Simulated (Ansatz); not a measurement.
Reaction (cleavage of the Si–Si bond): `C[SiH2][SiH2]O` + `[SiH3][SeH]` → `O[SiH2][Se][SiH3]` + `C[SiH3]`

Computed with Ansatz on PBE0-D4/def2-TZVP structures; ΔE is electronic, products minus reactants. CCSD(T)/CBS adds triple-zeta CCSD(T) − MP2 to the extrapolated MP2 energy (def2 sets, frozen cores). This one scheme is used for every species. For Se outer-core shells are correlated without core-valence functions, which leaves a few kJ/mol of doubt a bond. Scalar relativity is left out up to krypton. Each species was taken in one conformer, which may not be the lowest.

`C[SiH2][SiH2]O`:

Z-matrix (Å, degrees):
```
C
Si 1 1.877
H 1 1.092 2 110.6
H 1 1.092 2 110.6 3 -119.6
H 1 1.092 2 111.0 3 120.2
Si 2 2.347 1 112.0 3 62.0
H 2 1.492 1 110.5 3 -59.5
H 2 1.494 1 109.8 3 -177.5
O 6 1.658 2 112.0 1 61.2
H 6 1.494 2 109.6 1 -175.1
H 6 1.486 2 110.9 1 -55.7
H 9 0.958 6 117.0 2 61.5
```

`[SiH3][SeH]`:

```xyz
6

Si    0.341    0.258    0.385
Se   -0.393   -1.427   -0.963
H     0.731    1.454   -0.402
H     1.527   -0.300    1.079
H    -0.691    0.646    1.378
H    -1.516   -0.631   -1.477
```

`O[SiH2][Se][SiH3]`:

Z-matrix (Å, degrees):
```
Si
Se 1 2.280
O 1 1.640 2 112.7
H 1 1.488 2 106.8 3 -122.9
H 1 1.477 2 108.8 3 116.7
Si 2 2.278 1 93.9 3 100.1
H 3 0.959 1 117.7 2 -48.4
H 6 1.486 2 110.6 1 -51.1
H 6 1.483 2 111.3 1 70.0
H 6 1.483 2 106.5 1 -170.1
```

`C[SiH3]`:

```xyz
8

C     0.649   -0.687   -0.284
Si   -0.581    0.615    0.255
H     0.440   -1.643    0.201
H     1.667   -0.390   -0.024
H     0.605   -0.839   -1.365
H    -1.968    0.207   -0.098
H    -0.296    1.915   -0.410
H    -0.517    0.821    1.727
```

| species | CCSD(T)/CBS(def2) energy (Eh) |
| --- | --- |
| `C[SiH2][SiH2]O` | -696.24339 |
| `[SiH3][SeH]` | -2692.20088 |
| `O[SiH2][Se][SiH3]` | -3057.73876 |
| `C[SiH3]` | -330.73916 |

**Question.** Work out ΔE.

**Answer.** ΔE = (-3057.73876) + (-330.73916) − (-696.24339) − (-2692.20088) = -0.03365 Eh = -0.92 eV.

Largest T1 diagnostic among the species: 0.012.

From PBE to PBE0 (25 % exact exchange), in def2-TZVPP and without D4, ΔE moves by −0.05 eV. The D4 term adds −0.04 eV with B3LYP and −0.02 eV with PBE0; it sums over pairs of atoms, weighted by their polarisabilities, and B3LYP, whose exchange is more repulsive, gets the larger term.

B3LYP here is the variant with VWN-RPA as its local correlation; programs differ in this.
